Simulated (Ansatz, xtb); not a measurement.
# Relative energy of two isomers of BGeH8NSi

Structure a is `[BH2][GeH2][SiH2]N`, a singlet and structure b is `[BH2][Ge@@H]([NH2])[SiH3]`, a singlet. Both are isolated molecules in the gas phase, relaxed with PBE-D3(BJ)/def2-SVP; the shapes shown needn't be the lowest conformers.

a (Å):

| atom | x (Å) | y (Å) | z (Å) |
| --- | --- | --- | --- |
| B | 0.6913 | -3.9787 | 0.3558 |
| Ge | 0.2909 | -2.0508 | -0.1363 |
| N | 1.6007 | -0.5434 | 2.8197 |
| Si | 1.9010 | -0.6906 | 1.1012 |
| H | 0.2775 | -4.4448 | 1.4014 |
| H | 1.4521 | -4.6464 | -0.3181 |
| H | 0.4524 | -1.6957 | -1.6423 |
| H | -1.0940 | -1.5219 | 0.3397 |
| H | 3.2821 | -1.2599 | 0.9247 |
| H | 1.8401 | 0.6909 | 0.5052 |
| H | 0.7302 | -0.0812 | 3.0999 |
| H | 1.7327 | -1.3822 | 3.3930 |

b (Å):

```yaml
atoms:
  - { symbol: B, position_ang: [0.7928, -3.3953, -0.2576] }
  - { symbol: Ge, position_ang: [1.3697, -1.5191, 0.2573] }
  - { symbol: N, position_ang: [0.0814, -0.1933, -0.0260] }
  - { symbol: Si, position_ang: [1.8228, -1.8747, 2.6334] }
  - { symbol: H, position_ang: [1.6353, -4.2563, -0.4217] }
  - { symbol: H, position_ang: [-0.3811, -3.7139, -0.2475] }
  - { symbol: H, position_ang: [2.6969, -0.9812, -0.3448] }
  - { symbol: H, position_ang: [0.2838, 0.6666, 0.4995] }
  - { symbol: H, position_ang: [-0.8509, -0.5102, 0.2696] }
  - { symbol: H, position_ang: [2.1364, -0.5381, 3.2587] }
  - { symbol: H, position_ang: [2.9850, -2.8024, 2.8774] }
  - { symbol: H, position_ang: [0.6084, -2.4336, 3.3295] }
```

Question: Estimate which is lower in electronic energy at CCSD(T)/def2-SVP + ΔMP2/def2-TZVPP, and by roughly how much.

Answer: The CCSD(T)/def2-SVP + ΔMP2/def2-TZVPP calculation puts structure a lower, by 10.4 kcal/mol.

How the difference moves with the method:

```tsv
level	geometry	E(b) − E(a) (kcal/mol)	departure from the last row (kcal/mol)	job, with rough time for the two
GFN2-xTB	GFN2-xTB	+8.0	−2.4	optimisation, 0.25 s
HF/STO-3G	GFN2-xTB	+5.0	−5.4	single point, 0.48 s
r2SCAN-D4/def2-SVP	GFN2-xTB	+10.3	0.0	single point, 3.1 s
PBE-D3(BJ)/def2-SVP	PBE-D3(BJ)/def2-SVP	+9.7	−0.6	optimisation, 47 s
HF/def2-SVP	PBE-D3(BJ)/def2-SVP	+11.1	+0.7	part of the CCSD(T) run
MP2/def2-SVP	PBE-D3(BJ)/def2-SVP	+9.9	−0.5	part of the CCSD(T) run
CCSD(T)/def2-SVP	PBE-D3(BJ)/def2-SVP	+9.4	−1.0	single point
CCSD(T)/def2-SVP + ΔMP2/def2-TZVPP	PBE-D3(BJ)/def2-SVP	+10.4		single point, 40 s
```

As drawn, b has 1 Ge–N, 1 Si–H in place of 1 N–Si, 1 Ge–H.

The levels shown agree on the order. The largest departure from CCSD(T)/def2-SVP + ΔMP2/def2-TZVPP is that of HF/STO-3G, 5.4 kcal/mol. The last row adds to CCSD(T) the change of the MP2 difference between the two basis sets, here +1.0 kcal/mol.

With thermal terms from frequencies at re-optimised GFN2-xTB minima (ideal gas, soft modes damped towards free rotors, one conformer each, 298.15 K, 1 atm): the zero-point term adds −0.4 kcal/mol; ΔH is +10.1 and ΔG +10.0 kcal/mol.

The correlated steps freeze 16 core orbitals; the filled d shell of Ge is correlated, in a basis made for valence electrons. Mirror images aren't counted in ΔG. Programs: Ansatz 0.2.0, xtb 6.7.1; the last row on 2 threads of Intel(R) Xeon(R) 6975P-C (Granite Rapids) on a shared host.
